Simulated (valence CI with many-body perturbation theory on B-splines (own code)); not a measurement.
**E1 transitions of Eu¹³⁺**

Method: relativistic CI+MBPT: four valence electrons over a frozen Dirac-Fock core [Kr] 4d10, a basis of 7 s, 7 p, 7 d, 7 f, 4 g, 2 h functions for each j, with the one-electron correlation potential Σ1, the two-electron term Σ2, the three-electron term Σ3, Breit, model QED; selected CI, second order for the rest, scaled by the run's own slope (own B-spline code, finite nucleus).

No measured levels were compared; by estimate terms of the open shell hold to a few per cent of their energy, and close levels can change places; configurations with another count of f electrons can be misplaced by thousands of cm⁻¹.

Lines 1 to 50 of 552 in falling wavelength, among levels below 196140 cm⁻¹, chosen from the strongest by gf and those to the six lowest levels. Wavelengths and rates use the calculated energies, so an error of 2000 cm⁻¹ moves a line at 1292 nm by 26 % and its rate by three times that or more. Electric multipoles are in the length gauge, E1 and E2 with the static RPA response of the core. Weak lines are less certain than strong ones. Lines between different terms over intervals too small for the method are left out, as are lines whose strength nearly cancels. Where a level lies close to another of its J and parity, the split of strength between their lines is uncertain. The highest levels of a list are the least certain.

Names give the largest LS component (configuration and term), which can be under half, so a name can repeat, a term be missing and a line seem to break the LS rules; names also repeat where a configuration has a term twice. Letters in brackets count levels of one name in rising energy.

| λ vac (nm) | Upper | Lower | A (s⁻¹) | S (a.u.) with core polarisation | S without |
| --- | --- | --- | --- | --- | --- |
| 1292 | 4f 5s2 5p 3F_2 | 4f2 5s 5p 5H°_3 | 5.36e+02 | 2.86e-03 | 3.55e-03 |
| 1074 | 4f 5s2 5p 3D_3 | 4f2 5s 5p 5H°_4 | 3.04e+02 | 1.30e-03 | 1.60e-03 |
| 741.8 | 4f2 5s 5p 5H°_7 | 4f4 3I_7 [b] | 2.56e+02 | 7.74e-04 | 9.93e-04 |
| 392.6 | 4f3 5s 3I°_5 [a] | 4f2 5s2 3F_4 | 7.72e+01 | 2.54e-05 | 2.94e-05 |
| 348.7 | 4f3 5s 1K°_7 | 4f2 5s2 1I_6 | 1.54e+03 | 4.84e-04 | 5.53e-04 |
| 309.5 | 4f4 3F_4 [a] | 4f3 5s 3G°_5 [c] | 2.56e+03 | 3.38e-04 | 4.10e-04 |
| 302.2 | 4f3 5s 5F°_1 | 4f2 5s2 3F_2 | 4.11e+02 | 1.68e-05 | 2.07e-05 |
| 299.6 | 4f3 5s 5F°_4 | 4f2 5s2 3F_3 | 3.24e+02 | 3.88e-05 | 4.60e-05 |
| 298.1 | 4f3 5s 5F°_5 | 4f2 5s2 3F_4 | 8.38e+02 | 1.21e-04 | 1.45e-04 |
| 297.7 | 4f4 1G_4 [a] | 4f3 5s 1G°_4 [b] | 5.66e+03 | 6.64e-04 | 7.87e-04 |
| 284.5 | 4f 5s2 5p 3G_3 | 4f3 5s 1F°_3 [b] | 9.54e+03 | 7.59e-04 | 9.31e-04 |
| 269.0 | 4f3 5s 3H°_5 [a] | 4f2 5s2 3F_4 | 2.06e+02 | 2.18e-05 | 2.58e-05 |
| 261.2 | 4f3 5s 3I°_7 [a] | 4f2 5s2 3H_6 | 2.40e+02 | 3.17e-05 | 3.44e-05 |
| 257.6 | 4f3 5s 3I°_6 [a] | 4f2 5s2 3H_5 | 4.19e+02 | 4.60e-05 | 5.15e-05 |
| 255.9 | 4f4 3H_4 [b] | 4f3 5s 1G°_4 [b] | 4.76e+03 | 3.55e-04 | 4.26e-04 |
| 254.9 | 4f3 5s 3I°_5 [a] | 4f2 5s2 3H_4 | 4.01e+02 | 3.60e-05 | 4.14e-05 |
| 254.9 | 4f4 1H_5 | 4f3 5s 1G°_4 [b] | 5.94e+03 | 5.34e-04 | 6.41e-04 |
| 254.6 | 4f4 3G_3 [c] | 4f3 5s 3F°_2 [c] | 6.65e+03 | 3.79e-04 | 4.58e-04 |
| 253.0 | 4f4 1G_4 [c] | 4f3 5s 1F°_3 [b] | 8.68e+03 | 6.24e-04 | 7.34e-04 |
| 251.8 | 4f4 1F_3 | 4f3 5s 1F°_3 [b] | 2.85e+04 | 1.57e-03 | 1.89e-03 |
| 251.1 | 4f 5s2 5p 3F_2 | 4f3 5s 1F°_3 [b] | 9.80e+03 | 3.83e-04 | 4.64e-04 |
| 247.0 | 4f4 3G_4 [d] | 4f3 5s 3F°_3 [c] | 5.65e+03 | 3.78e-04 | 4.58e-04 |
| 244.4 | 4f4 1D_2 [d] | 4f3 5s 1F°_3 [b] | 2.57e+04 | 9.25e-04 | 1.10e-03 |
| 242.1 | 4f 5s2 5p 3G_3 | 4f3 5s 3F°_2 [c] | 9.21e+03 | 4.51e-04 | 5.45e-04 |
| 240.2 | 4f3 5s 5F°_5 | 4f2 5s2 3H_5 | 5.83e+02 | 4.38e-05 | 4.99e-05 |
| 237.4 | 4f3 5s 5G°_4 | 4f2 5s2 3F_3 | 1.04e+03 | 6.19e-05 | 7.31e-05 |
| 235.6 | 4f4 3D_3 | 4f3 5s 3F°_4 [b] | 1.99e+04 | 8.99e-04 | 1.09e-03 |
| 234.1 | 4f3 5s 3H°_6 [a] | 4f2 5s2 3H_6 | 3.58e+03 | 2.95e-04 | 3.42e-04 |
| 232.4 | 4f4 5D_4 | 4f3 5s 3G°_5 [c] | 7.57e+03 | 4.22e-04 | 5.05e-04 |
| 232.1 | 4f3 5s 3H°_6 [b] | 4f2 5s2 1I_6 | 5.00e+03 | 4.01e-04 | 4.64e-04 |
| 232.1 | 4f4 3G_5 [c] | 4f3 5s 3F°_4 [c] | 4.87e+03 | 3.30e-04 | 3.89e-04 |
| 231.1 | 4f3 5s 3G°_5 [a] | 4f2 5s2 1G_4 | 4.53e+03 | 3.03e-04 | 3.56e-04 |
| 227.9 | 4f3 5s 5G°_3 | 4f2 5s2 3F_2 | 1.04e+03 | 4.24e-05 | 4.89e-05 |
| 226.2 | 4f 5s2 5p 3D_3 | 4f3 5s 1F°_3 [b] | 7.67e+03 | 3.07e-04 | 3.76e-04 |
| 223.4 | 4f3 5s 5G°_5 | 4f2 5s2 3F_4 | 2.68e+02 | 1.62e-05 | 1.89e-05 |
| 220.9 | 4f3 5s 3H°_5 [a] | 4f2 5s2 3H_5 | 2.38e+03 | 1.39e-04 | 1.60e-04 |
| 218.0 | 4f3 5s 1H°_5 [a] | 4f2 5s2 3F_4 | 2.88e+03 | 1.62e-04 | 1.85e-04 |
| 217.5 | 4f 5s2 5p 3F_2 | 4f3 5s 3F°_2 [c] | 2.02e+04 | 5.13e-04 | 6.31e-04 |
| 216.7 | 4f4 3P_1 [a] | 4f3 5s 3D°_1 [c] | 2.07e+04 | 3.12e-04 | 3.75e-04 |
| 216.5 | 4f3 5s 3G°_4 [a] | 4f2 5s2 3F_3 | 3.37e+03 | 1.52e-04 | 1.74e-04 |
| 216.1 | 4f4 5F_2 | 4f3 5s 5D°_1 | 9.71e+03 | 2.42e-04 | 2.91e-04 |
| 214.4 | 4f3 5s 5F°_4 | 4f2 5s2 3H_4 | 5.73e+02 | 2.51e-05 | 2.85e-05 |
| 212.2 | 4f4 3K_6 [a] | 4f3 5s 3I°_5 [b] | 4.25e+03 | 2.60e-04 | 3.14e-04 |
| 212.1 | 4f2 5s 5p 5I°_5 | 4f4 5G_4 | 4.44e+03 | 2.30e-04 | 2.94e-04 |
| 211.8 | 4f3 5s 3G°_3 [a] | 4f2 5s2 3F_2 | 2.12e+03 | 6.96e-05 | 7.64e-05 |
| 210.5 | 4f4 3D_3 | 4f3 5s 3D°_3 [c] | 3.13e+04 | 1.01e-03 | 1.20e-03 |
| 210.2 | 4f3 5s 1I°_6 | 4f2 5s2 1I_6 | 8.43e+03 | 5.02e-04 | 5.56e-04 |
| 209.1 | 4f4 5F_3 | 4f3 5s 5D°_3 | 9.01e+03 | 2.84e-04 | 3.47e-04 |
| 208.6 | 4f4 5F_5 | 4f3 5s 5D°_4 | 1.14e+04 | 5.61e-04 | 6.57e-04 |
| 207.2 | 4f4 3D_2 | 4f3 5s 3D°_3 [b] | 1.19e+04 | 2.61e-04 | 3.14e-04 |
